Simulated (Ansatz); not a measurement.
An input meant for Be4⁺ (charge 1, doublet).

```yaml
crystal:
  periodic: [false, false, false]
  atoms:
    - {symbol: Be, position_ang: [0.911844, -2.289212, -2.248774]}
    - {symbol: Be, position_ang: [-0.546097, 2.193849, -2.454084]}
    - {symbol: Be, position_ang: [0.548357, -2.193090, 2.454233]}
    - {symbol: Be, position_ang: [-0.914104, 2.288453, 2.248625]}
basis:
  gaussian: {orbitals: cc-pVDZ}
total_charge: 1
magnetization: {spin_polarized: true, initial_magnetization: 1}
hamiltonian: {xc: {name: CAM-B3LYP}}
scf: {lower_state_search: light}
output: {forces: true}
```

```sh
$ ansatz run in.yaml --threads 4 --pin off --events-out ev --progress --plain --max-ram 3916MiB
```

Output, abridged:

```
Functional definition: CAM-B3LYP
520 factors; integrals over basis functions are off by at most 3.2e-4 eV
248 factors; integrals over basis functions are off by at most 4.3e-5 eV
mean field evaluation 1: about -1586.3372 eV, gradient 8.7e-1 eV
mean field evaluation 2: about -1586.3368 eV, gradient 8.6e-1 eV
mean field evaluation 4: about -1586.3628 eV, gradient 1.9e-1 eV
mean field evaluation 8: about -1586.3683 eV, gradient 2.8e-2 eV
mean field evaluation 16: about -1586.2476 eV, gradient 9.7e-1 eV
mean field evaluation 32: about -1586.2353 eV, gradient 1.0e0 eV
mean field -1586.36837656 eV, -58.2979625595 hartree, gradient 1.6e-5 eV, S^2 0.778143; 6 other end points of the search recorded, 0 dependent functions left out
reference -1586.36852356 eV, -58.2979679618 hartree; 8, 7 occupied and 48, 49 virtual orbitals, 520 factors
Total energy: -1586.36852356 eV, -58.2979679618 hartree
Atom 0 at     0.911844    -2.289212    -2.248774 Å, force    -0.036015     0.090544     0.089016 eV/Å
Atom 1 at    -0.546097     2.193849    -2.454084 Å, force     0.021542    -0.086783     0.097138 eV/Å
Atom 2 at     0.548357    -2.193090     2.454233 Å, force    -0.021733     0.086724    -0.097155 eV/Å
Atom 3 at    -0.914104     2.288453     2.248625 Å, force     0.036206    -0.090486    -0.088999 eV/Å
Dipole moment:     0.000001    -0.000006     0.000009 e Å
```

In this input the geometry is stretched to more than twice its size. Self-consistency was reached. The result belongs to that input, not to the species as meant.
